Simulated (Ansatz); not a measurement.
Hf₂S₃. Total charge 0; singlet. Geometry r2SCAN-D4/def2-SVP; atoms count from 1.

```xyz
5

Hf   -0.928   -0.832    1.189
Hf    0.158   -0.557   -1.623
S    -1.769    0.545   -0.628
S     0.519    0.226    2.483
S     2.020    0.618   -1.421
```

In the def2 sets Hf takes a core potential; there is no spin–orbit coupling. The restricted singlet is unstable towards broken spin symmetry in Hartree–Fock (as tested in another run); at PBE0-D4/def2-TZVP this wasn't settled. No other spin state of charge 0 was run. Another isomer (singlet) lies 2.52 eV lower at PBE0-D4/def2-TZVP; other spin states weren't run for this one.

Question: Estimate the Mulliken populations from the PBE0/def2-TZVP orbitals of Ansatz.

Answer: 
```json
{"atom": "Hf1", "charge (e)": "0.63", "d electrons": "2.18"}
{"atom": "Hf2", "charge (e)": "0.63", "d electrons": "2.18"}
{"atom": "S3", "charge (e)": "-0.50", "d electrons": "–"}
{"atom": "S4", "charge (e)": "-0.38", "d electrons": "–"}
{"atom": "S5", "charge (e)": "-0.38", "d electrons": "–"}
```
Mulliken values and Mayer orders depend strongly on the basis.

Question: And the Mayer bond orders between bonded heavy atoms (over 0.3)?

Answer: Hf1–Hf2 1.06 (3.03 Å); Hf1–S3 1.09 (2.43 Å); Hf1–S4 2.36 (2.21 Å); Hf2–S3 1.09 (2.43 Å); Hf2–S5 2.36 (2.21 Å).
